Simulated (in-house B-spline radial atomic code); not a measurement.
Values are calculated unless marked as measured or tabulated.
**What the choice of pseudopotential does to G0W0 on PBE0: Zn**

All numbers come from an all-electron radial atomic-structure program (B-spline basis), non-relativistic, configuration [Ar] 3d10 4s2, open shells at high spin. Semilocal Troullier-Martins pseudo-atoms, one channel per l, are made with PBE or LDA for several valence sets and radii, with or without a model core, and set against the all-electron atom. One channel fits only the lowest state of its l, so a second state of that l is approximate. All electrons give 4s: PBE0 -6.545 eV, G0W0 -9.235 eV, 3d: PBE0 -13.366 eV, G0W0 -17.093 eV. Potentials are made in the ion's own configuration unless the neutral atom is named, and a smooth local potential serves every l without a channel. Potentials that miss their own reference levels by more than 6 millihartree, or need radii over 3.5 bohr, are left out. Columns give pseudo minus all-electron, in eV; a dash marks a level in the core or of low weight.

```tsv
valence	made with	radii (bohr)	model core (bohr)	4s PBE0	4s G0W0	3d PBE0	3d G0W0
4s	PBE	s 1.71 p 2.46	none	-0.11	+0.01	-	-
4s	LDA	s 2.42 p 3.40	none	-0.42	-0.36	-	-
4s	LDA	s 1.68 p 2.46	1.86	+0.07	+0.24	-	-
3d 4s	PBE	s 1.71 p 2.46 d 1.35	none	-0.14	-0.41	+1.01	+4.11
3d 4s	PBE	s 1.93 p 2.76 d 1.52	none	-0.15	-0.43	+1.05	+4.00
3d 4s	PBE	s 1.93 p 2.76 d 1.52	0.36	-0.20	-0.50	+1.55	+4.54
3d 4s	PBE	s 2.14 p 3.07 d 1.69	0.36	-0.21	-0.54	+1.59	+4.42
3d 4s	PBE	s 2.79 p 3.40 d 2.19	0.36	-0.21	-0.64	+1.67	+4.09
3p 3d 4s	PBE	s 2.14 p 0.60 d 1.69	none	-0.18	-0.71	+0.49	+1.28
3s 3p 3d 4s	PBE	s 0.60 p 0.60 d 1.69	none	-0.07	-0.14	+0.08	+0.14
3s 3p 3d 4s	LDA	s 0.69 p 0.69 d 1.94	none	-0.02	-0.12	-0.15	-0.12
3s 3p 3d 4s	PBE	s 0.78 p 0.78 d 2.19	none	-0.17	-0.37	+0.27	+0.38
3s 3p 3d 4s	LDA	s 0.54 p 0.54 d 1.52	0.32	-0.01	-0.04	-0.23	-0.17
3s 3p 3d 4s	PBE	s 0.78 p 0.78 d 2.19	0.32	-0.14	-0.32	+0.16	+0.26
```

**Question.** How does the G0W0 shift of 4s, which all sets hold, depend on the valence set?

**Answer.** Mean size: 3s 3p 3d 4s: 0.20 eV; 4s: 0.20 eV; 3d 4s: 0.50 eV; 3p 3d 4s: 0.71 eV. A semicore state feels strong exchange with the other subshells of its n, so the gain is largest when that whole shell is in the valence. A larger valence set can do worse when it takes only part of a shell, whose exchange with the frozen rest is then left to the functional. The means mix radii and the functional used in making the potentials.
